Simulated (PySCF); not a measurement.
Gas-phase reaction: Sn(CH3)4 + H2 = SnH4 + C4H10 (n-butane)

Method: PySCF energies (xtb for GFN2) plus ideal-gas RRHO corrections (1 bar). S°(298 K) at PBE0/def2-TZVP differs from the NASA 1993 table for C4H10 (n-butane) (-9 J/mol/K); whether the harmonic model or the table's entry is off was not settled. † marks an energy on the PBE0/def2-TZVP geometry and frequencies; other levels use their own. MP2 and CCSD(T) freeze the core. All species are closed-shell singlets. Sn: scalar-relativistic def2 core potential, no spin-orbit coupling. MP2 isn't extrapolated to the basis-set limit; its ΔH°(298 K) is 1.9 kJ in def2-SVP and 68.4 kJ in def2-TZVPP. CCSD(T) isn't extrapolated to the basis-set limit. The harmonic model lacks anharmonicity and excited electronic states, which grow with temperature; levels with a mode under 35 cm⁻¹ are left out. Internal rotation in Sn(CH3)4, C4H10 (n-butane) is treated as a harmonic vibration of one conformer, which makes the entropy rough.

ΔH° and ΔS° at 298 K: BLYP/def2-TZVP† 32 kJ, -13 J/K; CCSD(T)/def2-SVP† -16 kJ, -13 J/K; GFN2-xTB -214 kJ, -25 J/K; M06-2X/def2-TZVP† 59 kJ, -13 J/K; MP2/def2-TZVPP† 68 kJ, -13 J/K; PBE/def2-SVP -7 kJ, -18 J/K.

Q: With the heat capacities included, give log10 K (1 bar) at 500, 600, 800, 1200, 1400 K from BLYP/def2-TZVP†, CCSD(T)/def2-SVP†, GFN2-xTB, M06-2X/def2-TZVP†, MP2/def2-TZVPP†, PBE/def2-SVP.

A: 
```tsv
T (K)	BLYP/def2-TZVP†	CCSD(T)/def2-SVP†	GFN2-xTB	M06-2X/def2-TZVP†	MP2/def2-TZVPP†	PBE/def2-SVP
500	-4.2	0.8	20.8	-7.0	-8.1	-0.5
600	-3.8	0.4	16.9	-6.2	-7.0	-0.8
800	-3.4	-0.3	12.0	-5.2	-5.8	-1.2
1200	-3.1	-1.0	7.0	-4.3	-4.7	-1.7
1400	-3.0	-1.2	5.5	-4.0	-4.4	-1.8
```
